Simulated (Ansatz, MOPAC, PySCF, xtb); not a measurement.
Noncovalent pair: HF (SMILES F) (first 2 atoms) with C2H4 (SMILES C=C); geometry from B3LYP-D3(BJ)/def2-TZVP, rigid monomers moved along the line of their centres of mass till H2···C3 is 2.55 Å.
(charge 0, multiplicity 1):
```xyz
8

F     -0.23389     0.85647     0.58511
H     -0.16840     0.55536     1.46868
C     -0.52051     0.14029     3.95746
C      0.52160    -0.61366     3.62471
H     -0.39786     1.15993     4.30219
H     -1.53482    -0.23676     3.90651
H      0.39952    -1.63631     3.28878
H      1.53651    -0.23958     3.68452
```

Monomers are frozen at their geometry in the pair; levels with a basis set take the counterpoise correction.

Cores are frozen in the correlated methods. The state that PM3 reach isn't checked.

Programs: Ansatz (a program for electronic structure); MOPAC for PM3 (differences of heats of formation); PySCF for the dispersion terms; xtb for the GFN methods. Each number belongs to the level named beside it.

### Question
One of these levels gives -2.78 kcal/mol for the interaction energy. Which one is it?
A) PM3
B) r2SCAN-D3(BJ)/def2-TZVPPD
C) SCS-MP2/aug-cc-pVDZ
D) GFN-FF

### Answer
D, GFN-FF. The others give -1.87 (PM3), -4.68 (r2SCAN-D3(BJ)/def2-TZVPPD), -3.40 (SCS-MP2/aug-cc-pVDZ)
